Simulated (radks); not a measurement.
Fe2+, 24 electrons, occupied as [Ar] 3d6 (the NIST ground configuration). Method: scalar-relativistic Kohn-Sham, SCAN, spin-polarised, spherical densities, finite nucleus; open shells are filled with parallel spins first; meta-GGA in the generalised Kohn-Sham scheme; Fermi nuclear charge, rms radius 3.7377 fm; computed with a radial shooting solver on a logarithmic mesh with Libxc functionals. Some entries of the table are withheld. Estimate them.

orbital  occ.  eigenvalue (hartree)  <r> (bohr)  <1/r> (bohr^-1)
1s down     1             -258.7689     0.05847            25.97
1s up       1             -258.7684     0.05847            25.97
2s up       1             -31.16439      0.2666            5.571
2s down     1             -31.06653      0.2660            5.584
2p up       3             -26.58685      0.2356            5.451
2p down     3             -26.51394      0.2350            5.463
3s up       1              -4.33459         (1)            1.746
3s down     1              -4.12565         (2)            1.734
3p up       3              -3.03213      0.8553            1.605
3p down     3              -2.82547      0.8626            1.590
3d up       5              -1.01174       1.055            1.253
3d down     1              -0.81835       1.124            1.203

Answer. 
(1) 3s up <r> (bohr): 0.8095
(2) 3s down <r> (bohr): 0.8138
